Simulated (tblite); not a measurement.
C2H9AlO2Si.
Numbering: `[CH3:1][O:2][SiH2:3][O:4][CH2:5][AlH2:6]` (hydrogens: H7, H8, H9 on C1; H10, H11 on Si3; H12, H13 on C5; H14, H15 on Al6)

Computed with GFN2-xTB (tblite), gas phase: L-BFGS steps from a force-field or distance-geometry start until the largest atomic force falls under 0.01 eV/Å.

Step 12: E = -540.6198 eV
```
atom  x, y, z in Å  |  force x, y, z in eV/Å
C1     -2.9063   -0.1411    0.1687   -0.013  -0.027   0.010
O2     -1.8407   -0.7664    0.8195    0.044  -0.168   0.270
Si3    -0.3026   -0.7146    0.3455   -0.058   0.142  -0.065
O4      0.2425    0.7732    0.6466    0.054   0.105  -0.350
C5      1.4609    1.2664    0.0713    0.344  -0.137   0.041
Al6     2.9126   -0.1284    0.4799   -0.129   0.326  -0.049
H7     -3.4815    0.4167    0.9068   -0.045   0.061  -0.043
H8     -2.5538    0.5242   -0.6194   -0.120   0.089   0.046
H9     -3.5301   -0.9151   -0.2771   -0.138  -0.033  -0.031
H10    -0.2897   -0.9018   -1.1148    0.198  -0.168  -0.045
H11     0.3648   -1.7197    1.1764   -0.091   0.026  -0.056
H12     1.3300    1.3204   -1.0418   -0.135   0.101   0.345
H13     1.5563    2.3188    0.4233    0.069  -0.406  -0.123
H14     4.1971    0.3097    1.1986    0.068   0.003   0.101
H15     2.8362   -1.6346    0.1157   -0.048   0.085  -0.053
```

Step 13: E = -540.6456 eV
```
atom  x, y, z in Å  |  force x, y, z in eV/Å
C1     -2.9214   -0.1414    0.1741   -0.047  -0.001  -0.012
O2     -1.8407   -0.7582    0.8082   -0.018  -0.128   0.219
Si3    -0.3030   -0.7217    0.3286   -0.058   0.136   0.212
O4      0.2619    0.7591    0.6223   -0.039   0.137  -0.242
C5      1.4810    1.2651    0.0619    0.225  -0.075  -0.019
Al6     2.9239   -0.1267    0.4913   -0.090   0.374  -0.161
H7     -3.5010    0.4103    0.9150    0.024   0.047  -0.009
H8     -2.5860    0.5313   -0.6147   -0.105   0.087   0.032
H9     -3.5530   -0.9128   -0.2679   -0.064  -0.059  -0.025
H10    -0.2649   -0.9339   -1.1134    0.168  -0.198  -0.268
H11     0.3297   -1.7172    1.1988   -0.051   0.012  -0.079
H12     1.3338    1.3537   -1.0454   -0.033   0.025   0.304
H13     1.5659    2.3125    0.4301    0.102  -0.382  -0.066
H14     4.2060    0.3077    1.2108    0.075   0.019   0.149
H15     2.8635   -1.6201    0.0995   -0.088   0.007  -0.035
```

Step 14: E = -540.6674 eV
```
atom  x, y, z in Å  |  force x, y, z in eV/Å
C1     -2.9353   -0.1422    0.1789   -0.067   0.010  -0.011
O2     -1.8419   -0.7528    0.8019   -0.089  -0.041   0.102
Si3    -0.3042   -0.7257    0.3173   -0.065   0.078   0.284
O4      0.2788    0.7496    0.5959   -0.135   0.132  -0.099
C5      1.5023    1.2618    0.0533    0.022  -0.032  -0.061
Al6     2.9328   -0.1185    0.4979    0.038   0.265  -0.219
H7     -3.5176    0.4055    0.9222    0.076   0.024   0.022
H8     -2.6167    0.5395   -0.6100   -0.073   0.050   0.036
H9     -3.5742   -0.9117   -0.2602    0.022  -0.061  -0.007
H10    -0.2397   -0.9663   -1.1167    0.129  -0.197  -0.295
H11     0.2974   -1.7147    1.2173   -0.013   0.007  -0.089
H12     1.3367    1.3836   -1.0429    0.074  -0.036   0.147
H13     1.5763    2.3004    0.4351    0.154  -0.243   0.034
H14     4.2150    0.3063    1.2246    0.047   0.037   0.169
H15     2.8861   -1.6070    0.0847   -0.119   0.006  -0.012
```

Step 15: E = -540.6812 eV
```
atom  x, y, z in Å  |  force x, y, z in eV/Å
C1     -2.9459   -0.1427    0.1820   -0.063   0.015   0.000
O2     -1.8450   -0.7498    0.7995   -0.108   0.032  -0.006
Si3    -0.3061   -0.7271    0.3137   -0.070   0.008   0.144
O4      0.2881    0.7461    0.5758   -0.196   0.102  -0.001
C5      1.5171    1.2585    0.0466   -0.144  -0.025  -0.045
Al6     2.9400   -0.1077    0.4973    0.171   0.092  -0.213
H7     -3.5275    0.4028    0.9278    0.084   0.009   0.045
H8     -2.6397    0.5463   -0.6063   -0.039   0.008   0.042
H9     -3.5883   -0.9123   -0.2551    0.074  -0.049   0.008
H10    -0.2200   -0.9923   -1.1236    0.086  -0.159  -0.132
H11     0.2752   -1.7133    1.2287    0.013   0.008  -0.082
H12     1.3404    1.4033   -1.0386    0.129  -0.058  -0.043
H13     1.5861    2.2879    0.4395    0.192  -0.085   0.121
H14     4.2218    0.3061    1.2375    0.004   0.050   0.156
H15     2.8994   -1.5980    0.0745   -0.132   0.052   0.006
```

Task: Estimate the geometry and energy of step 16. (The exact step hangs on the optimiser's Hessian estimate; all steps are aligned on step 15, rigid shifts and turns removed.)

Result: E = -540.6905 eV, largest force 0.287 eV/Å
```
atom  x, y, z in Å  |  force x, y, z in eV/Å
C1     -2.9536   -0.1426    0.1836   -0.042   0.014   0.011
O2     -1.8489   -0.7476    0.7982   -0.082   0.064  -0.067
Si3    -0.3086   -0.7276    0.3135   -0.066  -0.033  -0.017
O4      0.2902    0.7462    0.5631   -0.210   0.070   0.029
C5      1.5239    1.2560    0.0420   -0.216  -0.036   0.001
Al6     2.9477   -0.0988    0.4917    0.229  -0.027  -0.171
H7     -3.5318    0.4013    0.9324    0.060   0.005   0.060
H8     -2.6552    0.5512   -0.6038   -0.016  -0.015   0.038
H9     -3.5957   -0.9138   -0.2519    0.082  -0.037   0.013
H10    -0.2066   -1.0113   -1.1298    0.051  -0.113   0.042
H11     0.2620   -1.7129    1.2348    0.026   0.012  -0.071
H12     1.3454    1.4144   -1.0366    0.133  -0.054  -0.166
H13     1.5955    2.2784    0.4446    0.201   0.007   0.160
H14     4.2260    0.3068    1.2489   -0.025   0.058   0.130
H15     2.9054   -1.5919    0.0686   -0.126   0.085   0.009
```

The energy changes by -0.0093 eV. The first-order estimate −F·Δx gives -0.0123 eV and the mean of the old and new forces, exact on a quadratic surface, -0.0094 eV. The step makes an angle of 66° with the force vector and moves no atom by more than 0.024 Å.

The cost below is that of the whole relaxation. Hardware: one thread of an Arm Neoverse N1, shared host. Cost: 1.3 s of wall time.
